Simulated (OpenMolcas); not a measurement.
An OpenMolcas run meant for Bi³⁺ (ANO-RCC-VDZ, DKH2; inactive shells 1s 2s 2p 3s 3p 3d 4s 4p 4d 4f 5s 5p 5d; intended active space 2 electrons in 8 orbitals (6s 6p 7s 7p)). One step of its input:

```
&CASPT2
Multistate=1 1
Frozen=15 19
IPEA=0.25
Shift=2.0
MaxIter=60
WThr=0.0 0.3 0.05
PrWF=0.5
NoMix
```

The run finished. Its levels beside those of a sound run (SS-CASPT2, IPEA 0.25 Eh, imaginary shift 0.1 Eh (closed shells correlated: 5d)), in cm-1 above each run's lowest level:

| Level | This run | Usual run |
| --- | --- | --- |
| 6s2 1S0 | 0.0 | 0.0 |
| 6s 6p 3P* 0 | 68828 | 68975 |
| 6s 6p 3P* 1 | 74549 | 74681 |
| 6s 6p 3P* 2 | 93382 | 93529 |
| 6s 6p 1P* 1 | 121767 | 121659 |

Task: Which setting is unsound, and how much does it matter here?

Result: The level shift is far above the usual 0.1 to 0.3 hartree and damps the second-order energy. Against the sound run the excited levels shown move by 130 cm-1 on average and by 150 cm-1 at most.

Some high roots are left out of the spin-orbit mixing, which shifts the levels that they would mix with. Active for correlation alone: 7p 7s; no level in the range computed is led by a configuration that fills them, so any true level of that kind is missing. Spin-orbit splittings of 6p shells tend to come out small when the coupling is added on scalar orbitals. The basis is small and was not contracted for so high a charge. Only configurations of the active space appear.

* marks odd parity.
